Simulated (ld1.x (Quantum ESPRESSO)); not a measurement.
**Co (Z = 27): variants of one PAW potential**

Base potential:

- Element: cobalt (Co)
- Generator: ld1.x (Quantum ESPRESSO) 7.5
- Type: PAW
- Functional: PBE
- Relativity: scalar-relativistic
- Frozen core: [Ar]
- Valence charge: 9
- Reference configuration: 3d7 4s1.75 4p0.25
- Partial waves: 4s (bound): rcut 2.00, rcutus 2.35 bohr; 4s channel at -0.05 Ry: rcut 2.00, rcutus 2.35 bohr; 4p (bound): rcut 1.95, rcutus 2.35 bohr; 4p channel at 4.4 Ry: rcut 1.95, rcutus 2.35 bohr; 3d (bound): rcut 1.40, rcutus 1.65 bohr; 3d channel at -0.05 Ry: rcut 1.40, rcutus 1.65 bohr
- Local potential: all-electron potential smoothed inside 1.35 bohr (lloc = -1)
- Core correction: Bessel-smoothed model core, default radius (core density twice the valence density)
- Augmentation charge: BESSEL, radius 1.15 bohr

All-electron outer shells of the reference configuration (PBE, scalar-relativistic, ld1.x):

| shell | level (eV) | outermost node (bohr) | outermost maximum (bohr) |
| --- | --- | --- | --- |
| 3s | -102.91 | 0.31 | 0.66 |
| 3p | -66.14 | 0.28 | 0.68 |
| 3d | -8.69 | – | 0.66 |
| 4s | -5.79 | 0.96 | 2.32 |
| 4p | -1.52 | 1.05 | 3.21 |

Cutoffs, loose and tight: the cutoffs (Ry, on a coarse ladder) from which the occupation-weighted sum of valence levels, in a spherical-Bessel basis at the reference potential, stays within 10 and 1 mRy of its value at 400 Ry. They do not see the model core or the augmentation charge, which bear on the density cutoff. Test errors are all-electron minus pseudo excitation energies from the reference, over the configurations 3d7 4s2 4p0; 3d7 4s1 4p0; 3d7 4s0 4p0; 3d5 4s0 4p0; 3d7 4s1 4p1; 3d7 4s0 4p2; 3d7.5 4s1.5 4p0. A dash means not determined; rows that change the core or the reference have their own tests.

A true bound ghost makes a file unfit for plane-wave use even where its test errors are small: the radial tests pick states by their node count and pass the ghost by.

The default core radius of the base comes out at 0.44 bohr.

| change | outcome | cutoff, loose | cutoff, tight | bound ghosts | largest test error (meV) |
| --- | --- | --- | --- | --- | --- |
| base | generated | 40 Ry | 70 Ry | s | -1510 |
| core correction a·sin(br)/r model core, default radius (ld1.x builds one for every PAW set, though the input has nlcc=.false.) | generated | 40 Ry | 70 Ry | s | -1677 |
| core correction Bessel-smoothed model core inside 0.82 bohr | generated | 40 Ry | 70 Ry | s | -1510 |
| core correction Bessel-smoothed model core inside 1.06 bohr | generated | 40 Ry | 70 Ry | s | -1510 |
| core correction Bessel-smoothed model core inside 1.30 bohr | generated | 40 Ry | 70 Ry | s | -1511 |
| core correction Bessel-smoothed model core inside 1.60 bohr | generated | 40 Ry | 70 Ry | s | -1515 |
| core correction Bessel-smoothed model core inside 1.84 bohr | generated | 40 Ry | 70 Ry | s | -1541 |
